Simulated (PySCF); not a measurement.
The dipole of `CC(C)c1ccpcn1` from its density and from atomic charges.

Coordinates (GFN2-xTB, Å) and charges (e) from the PBE0/pcSseg-1 density (PySCF):

```
atom       x       y       z  Mulliken      IAO  Hirshfeld  ESP-fitted
  C1  -1.906   0.817   0.432   -0.1952  -0.4157    -0.1207     -0.4453
  C2  -1.093  -0.389  -0.042   -0.2844  -0.1031    -0.0227     +0.1770
  C3  -1.418  -0.720  -1.500   -0.1952  -0.4156    -0.1206     -0.4440
  C4   0.378  -0.086   0.089   +0.0393  +0.1534    +0.0835     +0.8381
  C5   1.198  -0.859   0.909   -0.0135  -0.1701    -0.0501     -0.7983
  C6   2.547  -0.621   1.059   -0.3577  -0.3443    -0.0914     +0.2471
  P7   3.412   0.658   0.261   +0.4058  +0.3184    +0.0762     -0.2950
  C8   2.060   1.334  -0.616   -0.1775  -0.2226    -0.0373     +0.3755
  N9   0.813   0.945  -0.622   -0.3782  -0.2652    -0.1269     -0.7355
 H10  -2.971   0.620   0.333   +0.1095  +0.1381    +0.0411     +0.1265
 H11  -1.689   1.036   1.476   +0.1096  +0.1388    +0.0363     +0.0889
 H12  -1.649   1.687  -0.165   +0.1261  +0.1512    +0.0360     +0.1236
 H13  -1.335  -1.254   0.585   +0.1057  +0.1259    +0.0379     -0.0025
 H14  -2.479  -0.929  -1.613   +0.1095  +0.1381    +0.0411     +0.1262
 H15  -0.855  -1.592  -1.827   +0.1096  +0.1387    +0.0363     +0.0889
 H16  -1.153   0.122  -2.133   +0.1261  +0.1511    +0.0361     +0.1230
 H17   0.750  -1.683   1.451   +0.0936  +0.1541    +0.0522     +0.2349
 H18   3.117  -1.269   1.716   +0.1400  +0.1673    +0.0505     +0.1035
 H19   2.263   2.193  -1.249   +0.1268  +0.1613    +0.0428     +0.0673
```

**Question.** Compute μ = Σ q r for each scheme (1 e·Å = 4.803 D) and compare with the dipole of the full density.

**Answer.** The full density gives (-0.80, -1.38, 0.89) D, 1.82 D in size; dipole vectors point from the negative to the positive end.

```csv
scheme,μx,μy,μz,size (D),share of the full size (%),angle to the full dipole (°)
Mulliken,0.88,-0.29,0.45,1.03,56,87
IAO,0.91,-0.54,0.66,1.25,68,74
Hirshfeld,0.34,-0.50,0.48,0.77,42,53
ESP-fitted,-0.78,-1.36,0.88,1.79,98,0
```

**Question.** Which set comes closest?

**Answer.** Length of the difference vector: ESP-fitted 0.03 D, Hirshfeld 1.50 D, IAO 1.91 D, Mulliken 2.04 D. Closest: ESP-fitted. 

**Question.** What is left for the Hirshfeld atoms' own dipoles?

**Answer.** The shares of the density sum to the whole, so what Σ q r misses lies in dipoles about the nuclei. The atomic dipoles sum to (-0.80, -1.38, 0.89) − (0.34, -0.50, 0.48) = (-1.14, -0.88, 0.41) D, 1.50 D in size.

**Question.** With the origin at the mean of the coordinates, (-0.001, 0.000, -0.077) Å, which are the largest single terms, by size, of the IAO dipole along the direction of the full one?

**Answer.** P7 -2.80, H19 -2.50, C8 +2.32, N9 +1.70, H17 +1.25 D; all 19 atoms together +0.33 D. The single terms depend on the origin, their sum doesn't.

**Question.** Give the size of the full dipole in other units.

**Answer.** 1.82 D = 0.718 au = 0.380 e·Å = 6.08 × 10⁻³⁰ C·m.

The structure is a single GFN2-xTB conformer in the gas phase; no vibrational or solvent corrections.

The run behind these numbers computed NMR shieldings as well. Time: 31 s of wall time; peak memory 0.94 GiB. Hardware: Arm Neoverse V2, one thread (shared host).

Conformer computed: `[CH3:1][CH:2]([CH3:3])[c:4]1[cH:5][cH:6][p:7][cH:8][n:9]1`: C1–C2–C4–C5 119°.
